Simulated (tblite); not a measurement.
C3H13B2NO.
Cartesian coordinates in Å at the GFN2-xTB level; atoms count from 1:
```xyz
20
C3H13B2NO angstrom
C     -3.248   -0.268    0.875
C     -1.811    0.163    0.581
B     -1.276   -0.064   -0.877
C      0.214    0.322   -1.228
O      0.970    0.841   -0.150
B      2.367    0.887   -0.222
N      2.885   -0.713    0.466
H     -3.369   -1.337    0.708
H     -3.945    0.255    0.224
H     -3.520   -0.053    1.907
H     -1.136   -0.324    1.291
H     -1.701    1.229    0.807
H     -1.943   -0.508   -1.734
H      0.191    1.075   -2.038
H      0.734   -0.538   -1.687
H      2.826    1.630    0.578
H      2.885    0.855   -1.298
H      2.406   -0.777    1.355
H      3.888   -0.737    0.590
H      2.578   -1.454   -0.150
```

Level: GFN2-xTB in tblite, geometry and Hessian alike; calculated harmonic values, unscaled, isolated species. Errors from tens to a few hundred cm⁻¹ against measured bands are possible. Modes of hydrogen on boron can be 10 to 20 % off. One conformer, not necessarily the lowest. The optimisation stopped once no atom felt more than 0.01 eV/Å.

Lowest wavenumbers of the output (negative numbers stand for imaginary wavenumbers):
```
mode    cm-1
  1     -26.8
  2      28.6
  3      84.4
  4      87.2
  5     106.4
  6     142.8
  7     209.4
  8     236.1
```

Is this structure a minimum?

Not by this Hessian. 1 mode is imaginary beyond 20i (27i cm⁻¹), so at this level the point lies at or near a first-order saddle. The curvature is small, so loose convergence or finite differences may be the whole cause.

Which atoms move in the imaginary mode?

27i: N7 (nitrogen bonded to B and 3 H) 34 %, O5 (boron-bound oxygen) 17 %. These are shares of the mass-weighted motion.

What is the remedy?

Step along that mode in both directions, optimise again with tighter thresholds and repeat the frequencies. The zero-point energy of this point (103.7 kcal/mol) counts the 53 real modes alone, and thermal corrections from it aren't those of a minimum.

Hardware: one thread of an Intel Xeon 6975P-C (shared host). Cost: 0.47 s of wall time. The figure is for the frequency step alone.
